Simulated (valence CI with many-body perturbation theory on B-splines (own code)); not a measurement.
## E1 line list for Cu XV

Calculated by relativistic CI+MBPT: five valence electrons over a frozen Dirac-Fock core [Ne], radial functions for each j: 9 s, 9 p, 8 d, 6 f, 3 g, 1 h, with the one-electron correlation potential Σ1 (screened to all orders), the two-electron term Σ2, the three-electron term Σ3, Breit, model QED; selected single and double excitations, second order for the rest (own B-spline code, finite nucleus).

No measured levels were compared; by estimate levels of excited configurations hold to 0.05 to 0.15 % of their energy, terms of the ground configuration to about 0.5 %. Among the levels kept, up to 470 cm⁻¹ of a level comes from second order outside the variational space, and about a tenth of that is noise between levels of different J, which matters for small intervals.

Lines 101 to 150 of 163 in falling wavelength, among levels below 806030 cm⁻¹, chosen from the strongest by gf and those to the six lowest levels. Wavelengths and rates use the calculated energies, so an error of 300 cm⁻¹ moves a line at 186.5 Å by 0.056 % and its rate by three times that or more. Electric multipoles are in the length gauge, E1 and E2 with the static RPA response of the core. Weak lines are less certain than strong ones. Lines between different terms over intervals too small for the method are left out, as are lines whose strength nearly cancels. The highest levels of a list are the least certain.

Names give the largest LS component (configuration and term), which can be under half, so a name can repeat, a term be missing and a line seem to break the LS rules; names also repeat where a configuration has a term twice. Letters in brackets count levels of one name in rising energy.

| λ vac (Å) | Upper | Lower | A (s⁻¹) | log gf | Branch % |
| --- | --- | --- | --- | --- | --- |
| 186.5 | 3s2 3p2 3d 2F_5/2 [a] | 3s2 3p3 4S°_3/2 | 2.85e+08 | -2.05 | 96.9 |
| 184.3 | 3s2 3p2 3d 4P_1/2 [b] | 3s2 3p3 2P°_1/2 | 5.22e+09 | -1.27 | 4.9 |
| 183.5 | 3s2 3p2 3d 4D_1/2 | 3s2 3p3 4S°_3/2 | 1.62e+08 | -2.79 | 7.7 |
| 183.5 | 3s2 3p2 3d 2G_7/2 | 3s2 3p3 2D°_5/2 | 7.98e+08 | -1.49 | 100.0 |
| 183.0 | 3s2 3p2 3d 4D_3/2 | 3s2 3p3 4S°_3/2 | 8.68e+08 | -1.76 | 42.5 |
| 182.6 | 3s2 3p2 3d 2D_3/2 [a] | 3s2 3p3 2P°_1/2 | 8.82e+07 | -2.75 | 0.3 |
| 181.8 | 3s2 3p2 3d 2P_3/2 [b] | 3s2 3p3 2D°_5/2 | 5.16e+10 | 0.01 | 59.8 |
| 181.8 | 3s2 3p2 3d 2D_5/2 [a] | 3s2 3p3 2P°_3/2 | 4.13e+09 | -0.91 | 6.9 |
| 180.4 | 3s2 3p2 3d 4D_5/2 | 3s2 3p3 4S°_3/2 | 1.05e+09 | -1.51 | 74.4 |
| 178.6 | 3s2 3p2 3d 2P_3/2 [b] | 3s2 3p3 2D°_3/2 | 2.87e+10 | -0.26 | 33.2 |
| 178.0 | 3s2 3p2 3d 4P_5/2 | 3s2 3p3 2D°_5/2 | 2.95e+09 | -1.08 | 2.8 |
| 176.5 | 3s2 3p2 3d 2D_3/2 [b] | 3s2 3p3 2P°_3/2 | 6.74e+08 | -1.90 | 0.7 |
| 175.9 | 3s2 3p2 3d 4P_3/2 | 3s2 3p3 2D°_5/2 | 1.72e+09 | -1.50 | 1.7 |
| 175.5 | 3s2 3p2 3d 2D_5/2 [b] | 3s2 3p3 2P°_3/2 | 3.34e+09 | -1.03 | 8.1 |
| 174.9 | 3s2 3p2 3d 4P_5/2 | 3s2 3p3 2D°_3/2 | 1.53e+09 | -1.37 | 1.5 |
| 172.9 | 3s2 3p2 3d 4P_3/2 | 3s2 3p3 2D°_3/2 | 1.77e+08 | -2.50 | 0.2 |
| 172.6 | 3s2 3p2 3d 4P_1/2 [a] | 3s2 3p3 2D°_3/2 | 2.21e+10 | -0.71 | 23.4 |
| 172.1 | 3s2 3p2 3d 2D_3/2 [a] | 3s2 3p3 2D°_5/2 | 8.75e+09 | -0.81 | 33.0 |
| 172.0 | 3s2 3p2 3d 2D_3/2 [b] | 3s2 3p3 2P°_1/2 | 8.43e+09 | -0.83 | 8.9 |
| 171.7 | 3s2 3p2 3d 2P_1/2 | 3s2 3p3 2P°_3/2 | 3.51e+09 | -1.51 | 4.2 |
| 170.6 | 3s2 3p2 3d 4P_1/2 [b] | 3s2 3p3 2D°_3/2 | 3.43e+10 | -0.52 | 32.5 |
| 169.9 | 3s2 3p2 3d 2F_5/2 [b] | 3s2 3p3 2P°_3/2 | 6.02e+08 | -1.81 | 0.5 |
| 169.2 | 3s2 3p2 3d 2D_3/2 [a] | 3s2 3p3 2D°_3/2 | 6.53e+09 | -0.95 | 24.6 |
| 167.4 | 3s2 3p2 3d 2P_1/2 | 3s2 3p3 2P°_1/2 | 7.60e+10 | -0.19 | 91.2 |
| 167.3 | 3s2 3p2 3d 2P_3/2 [c] | 3s2 3p3 2P°_3/2 | 5.75e+10 | -0.02 | 66.1 |
| 167.1 | 3s2 3p2 3d 2D_5/2 [a] | 3s2 3p3 2D°_5/2 | 4.88e+10 | 0.09 | 81.7 |
| 166.6 | 3s2 3p2 3d 2S_1/2 | 3s2 3p3 2P°_3/2 | 7.28e+10 | -0.22 | 82.8 |
| 164.5 | 3s2 3p2 3d 2P_3/2 [b] | 3s2 3p3 4S°_3/2 | 1.31e+09 | -1.67 | 1.5 |
| 164.4 | 3s2 3p2 3d 2D_5/2 [a] | 3s2 3p3 2D°_3/2 | 1.52e+09 | -1.43 | 2.5 |
| 163.2 | 3s2 3p2 3d 2P_3/2 [c] | 3s2 3p3 2P°_1/2 | 2.70e+10 | -0.36 | 31.1 |
| 162.6 | 3s2 3p2 3d 2D_3/2 [b] | 3s2 3p3 2D°_5/2 | 1.41e+10 | -0.65 | 14.9 |
| 162.5 | 3s2 3p2 3d 2S_1/2 | 3s2 3p3 2P°_1/2 | 3.24e+09 | -1.59 | 3.7 |
| 161.8 | 3s2 3p2 3d 2D_5/2 [b] | 3s2 3p3 2D°_5/2 | 3.28e+10 | -0.11 | 78.9 |
| 161.3 | 3s2 3p2 3d 4P_5/2 | 3s2 3p3 4S°_3/2 | 9.97e+10 | 0.37 | 95.7 |
| 160.1 | 3s2 3p2 3d 2D_3/2 [b] | 3s2 3p3 2D°_3/2 | 7.14e+10 | 0.04 | 75.5 |
| 159.6 | 3s2 3p2 3d 4P_3/2 | 3s2 3p3 4S°_3/2 | 1.00e+11 | 0.18 | 97.8 |
| 159.3 | 3s2 3p2 3d 4P_1/2 [a] | 3s2 3p3 4S°_3/2 | 5.53e+10 | -0.38 | 58.5 |
| 159.2 | 3s2 3p2 3d 2D_5/2 [b] | 3s2 3p3 2D°_3/2 | 5.24e+09 | -0.92 | 12.6 |
| 158.8 | 3s2 3p2 3d 2D_5/2 [c] | 3s2 3p3 2P°_3/2 | 1.08e+11 | 0.39 | 94.7 |
| 158.6 | 3s2 3p2 3d 2D_3/2 [c] | 3s2 3p3 2P°_3/2 | 2.87e+10 | -0.36 | 26.1 |
| 157.7 | 3s2 3p2 3d 4P_1/2 [b] | 3s2 3p3 4S°_3/2 | 5.69e+10 | -0.37 | 53.9 |
| 157.0 | 3s2 3p2 3d 2F_5/2 [b] | 3s2 3p3 2D°_5/2 | 1.10e+10 | -0.61 | 8.6 |
| 156.5 | 3s2 3p2 3d 2D_3/2 [a] | 3s2 3p3 4S°_3/2 | 1.09e+10 | -0.80 | 40.9 |
| 156.1 | 3s2 3p2 3d 2P_1/2 | 3s2 3p3 2D°_3/2 | 3.75e+09 | -1.56 | 4.5 |
| 154.9 | 3s2 3p2 3d 2D_3/2 [c] | 3s2 3p3 2P°_1/2 | 8.11e+10 | 0.07 | 73.5 |
| 154.8 | 3s2 3p2 3d 2P_3/2 [c] | 3s2 3p3 2D°_5/2 | 7.60e+07 | -2.96 | 0.1 |
| 154.6 | 3s2 3p2 3d 2F_5/2 [b] | 3s2 3p3 2D°_3/2 | 1.15e+11 | 0.39 | 89.6 |
| 154.6 | 3s2 3p2 3d 2F_7/2 [b] | 3s2 3p3 2D°_5/2 | 1.27e+11 | 0.56 | 100.0 |
| 152.5 | 3s2 3p2 3d 2P_3/2 [c] | 3s2 3p3 2D°_3/2 | 2.25e+09 | -1.50 | 2.6 |
| 152.3 | 3s2 3p2 3d 2D_5/2 [a] | 3s2 3p3 4S°_3/2 | 5.31e+09 | -0.96 | 8.9 |
